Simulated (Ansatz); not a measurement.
Input for Ansatz (a quantum-chemistry and plane-wave program): R-CCSD(T)/cc-pVQZ on GeH2O (SMILES [OH][GeH]), a point of a torsion scan. The run froze 15 orbitals, filled d shells among them.

Ansatz 0.2 input:
```yaml
crystal:
  periodic: [false, false, false]
  atoms:
    - {symbol: O, position_ang: [-0.90208985, 0.20865749, 0.25758943]}
    - {symbol: Ge, position_ang: [0.70813601, 0.77578940, -0.13832703]}
    - {symbol: H, position_ang: [-1.41239808, -0.45868227, -0.19750623]}
    - {symbol: H, position_ang: [0.97263459, -0.21200746, -1.49040087]}
basis:
  gaussian:
    orbitals: cc-pVQZ
magnetization: {spin_polarized: false}
correlation: {method: ccsd_t, electrons: outside_noble_gas}
scf: {lower_state_search: off}
```

The log:

```
WARN ansatz: RAYON_NUM_THREADS=1 ignored (pool sized by the plan → 1); use --threads N
Functional definition: HF
these checks for a lower state are left out or cut short: stability, starts, cluster_reference, orbital_swaps, neighbouring_geometries, increment
integrals: 0.64 GiB planned
1117 factors; integrals over basis functions are off by at most 7.5e-4 eV
mean field: 0.53 GiB planned
mean field evaluation 1: about -58541.7911 eV, gradient 3.8e1 eV
mean field evaluation 2: about -58541.8192 eV, gradient 3.8e1 eV
mean field evaluation 4: about -58544.3716 eV, gradient 2.2e0 eV
mean field evaluation 8: about -58544.3987 eV, gradient 1.9e-1 eV
mean field -58544.39893895 eV, -2151.4669781874 hartree, gradient 2.5e-6 eV, S^2 0.000000; 0 other end points of the search recorded, 0 dependent functions left out
15 core orbitals not correlated
reference -58544.39893895 eV, -2151.4669781874 hartree; 6, 6 occupied and 162, 162 virtual orbitals, 1117 factors
second order -10.09793548 eV of doubles, -0.00000000 eV of singles
coupled cluster: 1.27 GiB planned
cycle   1  -10.08829809 eV  change    9.6e-3 eV  update   8.5e-2
cycle   2  -10.37645498 eV  change   -2.9e-1 eV  update   3.1e-2
cycle   3  -10.46980086 eV  change   -9.3e-2 eV  update   1.8e-2
cycle   4  -10.45542459 eV  change    1.4e-2 eV  update   4.7e-3
cycle   5  -10.45471146 eV  change    7.1e-4 eV  update   2.3e-3
cycle   6  -10.45552025 eV  change   -8.1e-4 eV  update   7.4e-4
cycle   7  -10.45511163 eV  change    4.1e-4 eV  update   3.3e-4
cycle   8  -10.45510326 eV  change    8.4e-6 eV  update   9.8e-5
cycle   9  -10.45515050 eV  change   -4.7e-5 eV  update   3.2e-5
cycle  10  -10.45514428 eV  change    6.2e-6 eV  update   1.1e-5
perturbative correction -0.40578948 eV, -0.0149124885 hartree
Total energy: -58555.25987271 eV, -2151.8661101414 hartree
Checks for a lower state left out: stability, starts, cluster_reference, orbital_swaps, neighbouring_geometries, increment
```

The run converged.

Cost: very roughly 14 core-seconds.
